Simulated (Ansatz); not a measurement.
`[Cl][Ga]([Br])[Br]` + HCl → `[Cl][Ga]([Cl])[Br]` + HBr  (ligand exchange at a Ga–Br bond)

Program: Ansatz. Geometries: PBE0-D4/def2-TZVP. ΔE: electronic, gas phase. CCSD(T)/CBS adds triple-zeta CCSD(T) − MP2 to the extrapolated MP2 energy (def2 sets, frozen cores). This one scheme is used for every species. DFT in def2-TZVPP. For Br, Ga outer-core shells are correlated without core-valence functions, which leaves a few kJ/mol of doubt a bond. Scalar relativity is left out up to krypton.

```csv
level,ΔE (eV)
LDA (SPW92),0.11
PBE0-D4,0.13
r2SCANh-D4,0.12
PBE,0.12
BHLYP,0.12
LC-ωPBE,0.10
HF/def2-QZVPP,0.11
MP2/CBS(def2),0.15
```

(1) What does CCSD(T)/CBS give? (Best estimate.)

(2) What do rigid-rotor, harmonic-oscillator terms from PBE0-D4/def2-TZVP frequencies (298.15 K, 1 bar) make of the CCSD(T)/CBS value? (Estimate.)

Largest T1 diagnostic among the species: 0.010.

Results:

(1) The calculation gave: +0.14 eV. The listed levels differ from it by -0.03, -0.01, -0.02, -0.02, -0.02, -0.04, -0.03, 0.01 eV.

(2) Ansatz gave: ΔZPE = -0.01 eV, ΔH = +0.12 eV, ΔS = 0 J/(mol·K), ΔG = +0.12 eV.

Leaving LDA and LC-ωPBE aside and taking each functional with its dispersion term where it has one, the values, not all of them listed here, spread over 0.06 eV, from B97M-V to BHLYP-D4. At CCSD(T), def2-SVP lies −0.08 eV from the extrapolated value and def2-TZVPP −0.01 eV.
